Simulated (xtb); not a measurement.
C2H6ClFSi, SMILES F[C@H](C[SiH3])Cl. All values are semi-empirical tight-binding results from xtb (GFN2-xTB unless named), good for trends rather than for accurate numbers. Geometry: GFN2-xTB. The structure was generated by enumeration; whether it is a known compound was not checked. Other conformers were not sampled.

Optimised geometry:

```xyz
11

F     -1.1078    -1.3597     0.3436
C     -0.9710    -0.2479    -0.4331
Cl    -1.0388     1.1692     0.6502
C      0.3318    -0.2854    -1.1877
Si     1.8546    -0.2121    -0.0260
H     -1.8610    -0.2037    -1.0740
H      0.3433     0.5440    -1.8927
H      0.3408    -1.2077    -1.7704
H      1.6276    -1.1052     1.1050
H      2.9918    -0.6652    -0.8294
H      2.0590     1.1686     0.4045
```
Charge 0, spin multiplicity 1.

```json
{
 "orbital_gap": "6.13 eV",
 "dipole_moment": "2.22 D",
 "zero_point_energy": "44.7 kcal/mol",
 "G − E(el) at 298.15 K (modified RRHO)": "24.8 kcal/mol",
 "static polarisability (D4 model)": "69.3 bohr³",
 "solvation energy, GFN2-xTB/ALPB(water)": "-1.0 kcal/mol",
 "solvation energy, GFN2-xTB/ALPB(toluene)": "-3.0 kcal/mol"
}
```

Computed atomic charges and the Wiberg bond orders between heavy atoms:
charges (e) F1 -0.23, C2 0.22, Cl3 -0.18, C4 -0.18, Si5 0.46, H6 0.06, H7 0.04, H8 0.04, H9 -0.07, H10 -0.09, H11 -0.07. Bond orders F1–C2 0.96, C2–Cl3 0.93, C2–C4 1.03, C4–Si5 0.84.
